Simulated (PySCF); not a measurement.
# UHF on Se¹¹⁺ (selenium, charge +11)

Configuration: [Ar] 3d5, high-spin 6S determinant. All numbers are calculated (PySCF 2.14, the spin-free X2C one-electron Hamiltonian (Gaussian nucleus), in an even-tempered Gaussian basis (20 s from 0.59 bohr⁻², ratio 2.5; 13 p from 0.76 bohr⁻², ratio 2.5; 9 d from 0.76 bohr⁻², ratio 2.5; 4 f from 4.1 bohr⁻², ratio 2.7; 4 g from 6.1 bohr⁻², ratio 2.7)).

```json
{"Total energy": "-2378.474462 hartree", "One-electron energy": "-3059.1958 hartree", "Hartree (Coulomb) energy": "759.2050 hartree", "Exchange energy": "-78.4836 hartree", "⟨S²⟩": "8.7513", "⟨L²⟩": "0.000", "Sum of ⟨r⟩": "8.455 bohr", "Sum of ⟨r²⟩": "4.647 bohr²"}
```

| shell | electrons | mean orbital energy (hartree) | rms radius, mean of both spins (bohr) |
| --- | --- | --- | --- |
| 1s α | 1 | -479.04140 | 0.0508 |
| 1s β | 1 | -479.03648 | 0.0508 |
| 2s α | 1 | -73.55180 | 0.211 |
| 2s β | 1 | -73.11199 | 0.211 |
| 2p α | 3 | -65.86518 | 0.189 |
| 2p β | 3 | -65.43760 | 0.189 |
| 3s α | 1 | -19.26741 | 0.578 |
| 3s β | 1 | -18.51511 | 0.578 |
| 3p α | 3 | -16.74811 | 0.587 |
| 3p β | 3 | -15.82908 | 0.587 |
| 3d α | 5 | -12.71779 | 0.567 |

Densities and radii are taken from the X2C orbitals without a picture-change correction, which distorts them close to the nucleus.

Spin-orbit constants ζ (cm⁻¹) from the X2C one-electron operator on these orbitals: bare nucleus, nucleus screened by l(l+1)(2l+1)/3 electrons, and screened by the Breit-Pauli mean field of the electrons.

| shell | bare | screened nucleus | mean field |
| --- | --- | --- | --- |
| 2p | 231100 | 217500 | 211400 |
| 3p | 39020 | 36720 | 35570 |
| 3d | 5286 | 3731 | 3567 |
